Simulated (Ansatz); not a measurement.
Start from `N#C[Si](Cl)(Cl)Cl` and change one atom or group to get `Cl[Si](Cl)(Cl)[SeH]`.

Ansatz, PBE0-D4/def2-TZVP geometries, multiplicity 1. Each molecule was computed in one conformer, which needn't be the lowest.

Scalar relativity is left out up to krypton.

```tsv
property	`N#C[Si](Cl)(Cl)Cl`
LUMO energy (PBE0/def2-TZVPP) / eV	-1.36
HOMO–LUMO gap (B3LYP/def2-TZVPP) / eV	8.07
LUMO energy (PBE/def2-TZVPP) / eV	-2.31
HOMO energy (PBE/def2-TZVPP) / eV	-8.48
HOMO energy (ωB97M-V/def2-TZVPP) / eV	-12.15
zero-point energy (PBE0-D4/def2-TZVP) / kJ/mol	37.5
```

Task: Give the same properties after the change, and the shifts. (Estimate.)

Result: The calculation gave: 
```csv
property,`Cl[Si](Cl)(Cl)[SeH]`,shift
LUMO energy (PBE0/def2-TZVPP) / eV,-0.89,0.47
HOMO–LUMO gap (B3LYP/def2-TZVPP) / eV,6.32,-1.75
LUMO energy (PBE/def2-TZVPP) / eV,-1.80,0.51
HOMO energy (PBE/def2-TZVPP) / eV,-6.52,1.96
HOMO energy (ωB97M-V/def2-TZVPP) / eV,-9.87,2.28
zero-point energy (PBE0-D4/def2-TZVP) / kJ/mol,37.0,-0.5
```

With PBE0 the HOMO rises by 2.20 eV and the LUMO rises by 0.47 eV, so the gap narrows by about 1.73 eV. PBE moves the HOMO by 1.96 eV and ωB97M-V by 2.28 eV.

B3LYP here is the variant with VWN-RPA as its local correlation; programs differ in this.

Spin–orbit coupling is left out; it splits and shifts lone-pair levels of the heavy atoms by tenths of an eV.
